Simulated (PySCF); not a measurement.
## From a computed spectrum to the compound

A species of 7 atoms with charge 0 has these harmonic modes (PBE0, small Gaussian bases with core potentials, PySCF 2.14.0):

| cm⁻¹ | km/mol | symmetry |
| --- | --- | --- |
| 26 | 14.6 |  |
| 128 | 132.6 |  |
| 235 | 18.4 |  |
| 277 | 365.8 |  |
| 347 | 425.4 |  |
| 386 | 161.8 |  |
| 521 | 134.5 |  |
| 553 | 80.1 |  |
| 577 | 147.2 |  |
| 1419 | 848.4 |  |
| 1447 | 839.3 |  |
| 1511 | 67.0 |  |
| 1587 | 109.6 |  |
| 3794 | 117.7 |  |
| 3910 | 194.3 |  |

Q: Which species is it, and in which structure?

A: LuH3(H2O) (singlet in the valence; each metal's 4f electrons, 14 of them, lie in its core potential, out of spins and levels):
```xyz
7

Lu    0.1150   -0.1280    0.1252
H     0.7905    1.6072    0.8297
H    -0.9747   -1.2691    1.3139
H     1.1512   -1.0150   -1.3091
O    -1.1728    1.2337   -1.2201
H    -0.9534    2.1611   -1.0367
H    -1.3582    1.1539   -2.1652
```
Ideal gas at 298.15 K and 1 bar: S = 340.4 J/(mol K), Cp = 92.8 J/(mol K), H − H(0 K) = 19.9 kJ/mol (rigid rotor, harmonic modes, spin degeneracy alone, that of the 4f electrons in the core included; the modes under 60 cm⁻¹ make these uncertain). An lcecp potential fixes the number of 4f electrons, so in runs with it no electron can move into or out of that shell.
 Other answers can fit too; this one was computed.
